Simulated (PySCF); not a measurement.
A calculated (UHF, PySCF 2.14, aug-cc-pwCVTZ-DK3 with one added diffuse shell each of s, p, d, f type, the spin-free X2C one-electron Hamiltonian (Gaussian nucleus)) atom or ion has these occupied shells.

```
shell  electrons  orbital energy (eV)  rms radius, mean of both spins (bohr)
 1s α          1             -28071.8                                 0.0342
 1s β          1             -28071.7                                 0.0342
 2s β          1              -4289.9                                  0.139
 2s α          1              -4289.8                                  0.139
 2p α          3              -3845.2                                  0.124
 2p β          3              -3845.2                                  0.124
 3s α          1              -849.09                                  0.371
 3s β          1              -849.08                                  0.371
 3p α          3              -699.45                                  0.372
 3p β          3              -699.42                                  0.372
 3d β          5              -466.74                                  0.352
 3d α          5              -466.74                                  0.352
 4s α          1              -139.32                                  0.907
 4s β          1              -139.32                                  0.907
 4p α          3              -92.344                                  0.991
 4p β          3              -92.311                                  0.991
 4d α          5              -22.475                                   1.28
 4d β          5              -22.436                                   1.28
 5s α          1               -7.057                                   3.08
 5s β          1               -4.943                                   3.08
 5p α          2               -0.574                                   5.48
```

(1) Name the element and its charge.

## Answers

(1) In⁻ (indium, charge -1), in [Kr] 4d10 5s2 5p2, high-spin 3P determinant.
